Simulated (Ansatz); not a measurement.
MoN(OH)3 (MoNO₃H₃), relaxed as a singlet with RKS B3LYP-D4/def2-SVP in Ansatz, starting from the GFN2-xTB geometry. Force threshold 0.02 eV/Å.

In the def2 sets Mo takes a core potential; there is no spin–orbit coupling. The restricted singlet is unstable towards broken spin symmetry in Hartree–Fock (as tested in another run); at B3LYP-D4/def2-SVP this wasn't settled.

Start:

Cartesian coordinates in Å:
```
Mo 0.039 0.043 -0.011
N -1.227 -1.073 0.214
O -0.525 1.062 -1.416
H -1.280 1.122 -2.015
O 1.486 -1.013 -0.367
H 1.691 -1.953 -0.444
O 0.128 0.917 1.590
H -0.312 0.895 2.448
```

(1) Estimate the energy that the relaxation releases and the steps that it takes.

(2) Does the start keep its bonding and symmetry?

(3) Predict the relaxed structure.

Results:

(1) 9.7 kcal/mol, in 6 steps; 12 s on 4 threads of Arm Neoverse V2 on a shared host. No frequencies were taken in this run, so the end may be a saddle point.

(2) By distances, no bond broke or formed. The bond that changes most is Mo1–N2, from 1.70 to 1.64 Å (atoms count from 1). Point group C3v at the start, C3v at the end, both within 0.05 Å.

(3) 
```tsv
atom	x (Å)	y (Å)	z (Å)
Mo1	0.0296	0.0260	-0.0051
N2	-1.1903	-1.0456	0.2062
O3	-0.4728	1.1325	-1.4490
H4	-1.3083	1.0238	-1.9228
O5	1.5746	-0.9886	-0.3856
H6	1.5664	-1.9543	-0.4299
O7	0.1853	0.9868	1.6117
H8	-0.3844	0.8194	2.3745
```
Bond lengths: 3 × Mo–O 1.89 Å; 1 × Mo–N 1.64 Å; 3 × H–O 0.97 Å.
